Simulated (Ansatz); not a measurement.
Diatomic OsN, multiplicity 2 (lowest of 2S+1 = 2, 4, 6, 8 at CCSD(T)/def2-TZVPP on PBE0 minima; our sources give no spin for the ground state, which may be another). No spin–orbit coupling. The T1 diagnostic near the minimum is 0.072, so single-reference values are doubtful.

Seven points along R, fitted to fifth degree in 1/R; most abundant isotopes. In def2 and cc sets the state is the lowest found near the PBE0 minimum, followed along R.

Programs: Ansatz (a program for electronic structure) with Gaussian orbitals. Values without a source in brackets are computed. In def2 rows elements past Kr take small-core potentials, without spin–orbit coupling.

Energies at PBE/def2-TZVPP:

```json
[
 {"R (Å)": "1.482138", "E (hartree)": "-145.34091544"},
 {"R (Å)": "1.521981", "E (hartree)": "-145.35634106"},
 {"R (Å)": "1.558636", "E (hartree)": "-145.36475900"},
 {"R (Å)": "1.600072", "E (hartree)": "-145.36881295"},
 {"R (Å)": "1.641508", "E (hartree)": "-145.36816744"},
 {"R (Å)": "1.689319", "E (hartree)": "-145.36283289"},
 {"R (Å)": "1.745098", "E (hartree)": "-145.35194284"}
]
```

Problem. With a reduced mass of 13.0510 u, find the minimum, the force constant and the constants.

Solution. A fifth-degree polynomial in 1/R puts the minimum at r_e = 1.6141 Å with force constant 1100 N/m. Then ω_e = (1/2πc)√(k/μ) = 1197 cm⁻¹ and B_e = h/(8π²cμr_e²) = 0.4958 cm⁻¹; the cubic and quartic terms give α_e = 0.0024 and ω_e x_e = 4.4 cm⁻¹.
